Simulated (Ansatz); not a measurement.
One change: `CC(C)O[Si]Cl` becomes `CC(C)[O][Zn][F]`.

Ansatz, PBE0-D4/def2-TZVP geometries, multiplicity 1. Each molecule was computed in one conformer, which needn't be the lowest.

Scalar relativity is left out up to krypton.

```csv
property,`CC(C)O[Si]Cl`
HOMO–LUMO gap (PBE0/def2-TZVPP) / eV,5.54
HOMO–LUMO gap (PBE/def2-TZVPP) / eV,3.64
LUMO energy (PBE0/def2-TZVPP) / eV,-1.78
LUMO energy (PBE/def2-TZVPP) / eV,-2.57
LUMO energy (B3LYP/def2-TZVPP) / eV,-1.95
HOMO energy (B3LYP/def2-TZVPP) / eV,-7.13
```

Task: What does the change do to each property? (Estimate.)

Result: The calculation gave: 
```tsv
property	`CC(C)[O][Zn][F]`	shift
HOMO–LUMO gap (PBE0/def2-TZVPP) / eV	6.60	1.06
HOMO–LUMO gap (PBE/def2-TZVPP) / eV	4.16	0.52
LUMO energy (PBE0/def2-TZVPP) / eV	-1.18	0.60
LUMO energy (PBE/def2-TZVPP) / eV	-2.12	0.45
LUMO energy (B3LYP/def2-TZVPP) / eV	-1.53	0.42
HOMO energy (B3LYP/def2-TZVPP) / eV	-7.57	-0.44
```

With PBE0 the HOMO falls by 0.46 eV and the LUMO rises by 0.60 eV, so the gap widens by about 1.06 eV. PBE moves the HOMO by -0.06 eV and ωB97M-V by -0.77 eV.

Positive LUMOs are unbound, so they and the gaps depend on the basis.

B3LYP here is the variant with VWN-RPA as its local correlation; programs differ in this.
